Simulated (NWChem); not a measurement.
A series in which one site is exchanged, each optimised at PBE0/def2-SVP with NWChem, gas phase unless a solvent is named. For some, no frequency run checked for a minimum. def2 effective core potentials on Zr, Sn, Hf; no spin-orbit coupling.

A: [Cl][ZrH2][Cl] (ZrH2Cl2; site = Zr)
B: [Cl][TiH2][Cl] (TiH2Cl2; site = Ti)
C: [Cl][HfH2][Cl] (HfH2Cl2; site = Hf)
D: [Cl][SnH2][Cl] (SnH₂Cl₂; site = Sn)

Values for A:

| Property | Value |
|---|---|
| dipole (D), PBE0/def2-SVP | 0.31 |
| orbital gap (eV), PBE0/def2-SVP | 6.10 |
| static polarisability, B3LYP/def2-SVPD (bohr³) | 74.5 |

Q: How do these values change for the other members?

A: 
```tsv
change from A	B	C	D
dipole (D), PBE0/def2-SVP	-0.11	-0.12	+2.44
orbital gap (eV), PBE0/def2-SVP	-0.08	+0.28	+1.32
static polarisability, B3LYP/def2-SVPD (bohr³)	-5.4	-2.3	-5.6
```
